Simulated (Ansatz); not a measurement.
Coupled-cluster run, `Br[SiH]1[CH2][GaH]1`.

```yaml
crystal:
  periodic: [false, false, false]
  atoms:
    - {symbol: Br, position_ang: [-2.295425, 1.579999, -0.186554]}
    - {symbol: Si, position_ang: [-0.419171, 0.565305, -0.853483]}
    - {symbol: C, position_ang: [0.718307, 0.194118, 0.598937]}
    - {symbol: Ga, position_ang: [-0.150005, -1.541571, 0.063156]}
    - {symbol: H, position_ang: [0.094141, 1.300244, -2.040300]}
    - {symbol: H, position_ang: [0.641313, 0.696940, 1.561363]}
    - {symbol: H, position_ang: [1.766554, 0.164795, 0.273107]}
    - {symbol: H, position_ang: [-0.263515, -3.016930, 0.527974]}
basis:
  gaussian: {orbitals: def2-SVP}
correlation: {method: ccsd_t}
```

```sh
$ ansatz run in.yaml --threads 4 --pin off --events-out ev --progress --plain
```

Log, shortened:

```
Functional definition: HF
1145 factors; integrals over basis functions are off by at most 1.4e-3 eV
mean field evaluation 1: about -131267.5199 eV, gradient 2.9e1 eV
mean field evaluation 2: about -131267.5374 eV, gradient 2.9e1 eV
mean field evaluation 4: about -131270.1594 eV, gradient 2.9e0 eV
mean field evaluation 8: about -131270.2107 eV, gradient 7.6e-4 eV
mean field -131270.21071050 eV, -4824.0912654664 hartree, gradient 2.7e-6 eV, S^2 0.000000; 0 other end points of the search recorded, 0 dependent functions left out
24 core orbitals not correlated: weight in the atoms' cores, before any rotation towards them, 1.000 or more for the frozen orbitals, at most 0.000 for the correlated occupied ones
reference -131270.21071050 eV, -4824.0912654664 hartree; 21, 21 occupied and 71, 71 virtual orbitals, 1145 factors
second order -18.33509181 eV of doubles, -0.00000000 eV of singles
cycle   1  -18.27142854 eV  change    6.4e-2 eV  update   1.1e-1
cycle   2  -18.84812612 eV  change   -5.8e-1 eV  update   3.3e-2
cycle   3  -18.93116811 eV  change   -8.3e-2 eV  update   1.5e-2
cycle   4  -18.92300356 eV  change    8.2e-3 eV  update   3.6e-3
cycle   5  -18.92301601 eV  change   -1.2e-5 eV  update   1.4e-3
cycle   6  -18.92325748 eV  change   -2.4e-4 eV  update   5.3e-4
cycle   7  -18.92300986 eV  change    2.5e-4 eV  update   2.8e-4
cycle   8  -18.92302337 eV  change   -1.4e-5 eV  update   1.5e-4
cycle   9  -18.92308588 eV  change   -6.3e-5 eV  update   7.2e-5
cycle  10  -18.92303647 eV  change    4.9e-5 eV  update   3.1e-5
perturbative correction -0.61411678 eV, -0.0225683752 hartree
Total energy: -131289.74786375 eV, -4824.8092426055 hartree
```

Run time 9 s (4 threads of a server CPU on a shared host); peak host memory 0.55 GiB.

Correlation energy per correlated electron: -0.465 eV. T1 diagnostic: 0.0105.
